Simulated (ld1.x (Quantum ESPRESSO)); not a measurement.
# u(r) = r·R(r): atom against pseudo-atom (antimony)

Columns: radius, all-electron u(r) and pseudo u(r) of the 5p shell (level -5.12 eV) of antimony in the configuration [Kr] 4d10 5s1.5 5p3.5; PBE, scalar-relativistic, TM semilocal scheme, ld1.x (Quantum ESPRESSO) 7.5.

| r (bohr) | all-electron | pseudo |
| --- | --- | --- |
| 0.093 | 0.0843 | -0.0027 |
| 0.185 | -0.1412 | -0.0107 |
| 0.278 | -0.1635 | -0.0236 |
| 0.370 | -0.0236 | -0.0405 |
| 0.463 | 0.1391 | -0.0611 |
| 0.555 | 0.2483 | -0.0840 |
| 0.648 | 0.2892 | -0.1089 |
| 0.740 | 0.2701 | -0.1347 |
| 0.833 | 0.2084 | -0.1618 |
| 0.925 | 0.1225 | -0.1898 |
| 1.018 | 0.0243 | -0.2201 |
| 1.110 | -0.0749 | -0.2527 |
| 1.203 | -0.1711 | -0.2894 |
| 1.295 | -0.2588 | -0.3298 |
| 1.388 | -0.3380 | -0.3747 |
| 1.480 | -0.4063 | -0.4219 |
| 1.573 | -0.4653 | -0.4700 |
| 1.665 | -0.5141 | -0.5149 |
| 1.758 | -0.5544 | -0.5544 |
| 1.850 | -0.5862 | -0.5862 |
| 1.943 | -0.6110 | -0.6110 |
| 2.035 | -0.6289 | -0.6289 |
| 2.128 | -0.6412 | -0.6412 |
| 2.220 | -0.6482 | -0.6482 |
| 2.313 | -0.6508 | -0.6508 |
| 2.405 | -0.6496 | -0.6496 |

How many radial nodes do the two functions have?

The all-electron 5p function has n − l − 1 = 3; the pseudo-wave has 0, since the states of the same l below it are removed with the core.

At about which radius was the pseudo-wave matched?

1.85 bohr, where the columns begin to agree (steps of 0.09 bohr).

Is the pseudo-wave norm-conserving?

Yes: the TM semilocal scheme keeps the norm inside the radius equal to the all-electron one, which fixes the energy derivative of the logarithmic derivative at the level.
